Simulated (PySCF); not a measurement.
SMILES F[SiH2]O (H3FOSi) (PBE/def2-SVP optimised geometry):

```
6

O      0.907    -0.432     0.000
Si    -0.757    -0.432     0.000
F     -1.339     1.099     0.000
H      1.339    -0.142     0.822
H     -1.323    -1.090     1.226
H     -1.165    -1.099    -1.271
```

Computed with PySCF with PBE/def2-TZVP.

Question: What are the frontier orbital energies and the dipole moment?

Answer: HOMO-2 -9.01 eV, HOMO-1 -8.32 eV, HOMO -7.86 eV, LUMO -0.64 eV, LUMO+1 -0.20 eV; dipole moment 1.60 D.

Meta-Löwdin charges at PBE/def2-TZVP: O1 -0.71, Si2 1.07, F3 -0.49, H4 0.35, H5 -0.12, H6 -0.10.
